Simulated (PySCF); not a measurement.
Working out the ionisation energy of Ge⁺

Ge⁺ [Ar] 3d10 4s2 4p1 (2P) → Ge²⁺ [Ar] 3d10 4s2 (1S). Computed with PySCF 2.14 in dyall-av2z, with no relativity, point nucleus. Frozen: [Ar] 3d10; the 34 highest virtual orbitals dropped. Energies in hartree (1 hartree = 27.21139 eV):

```csv
part,Ge⁺ (lower),Ge²⁺ (upper)
UHF,-2075.065338,-2074.506447
CCSD correlation,-0.048953,-0.039754
(T),-0.000574,0.000000
```

What does Hartree-Fock give?

(-2074.506447) − (-2075.065338) = 0.558891 hartree = 15.208 eV.

What do CCSD and CCSD(T) give?

The CCSD correlation energies differ by 0.009199 hartree = 0.250 eV and the triples by 0.000574 hartree = 0.016 eV, so CCSD gives 15.458 eV and CCSD(T) 15.474 eV.

Measured between the centres of the two terms (NIST): 15.789 eV, so CCSD(T) (valence) is off by -0.315 eV.

The calculation is non-relativistic.

A double-zeta basis recovers only part of the correlation energy.

What remains against the reference includes basis incompleteness, the frozen core and higher excitations.
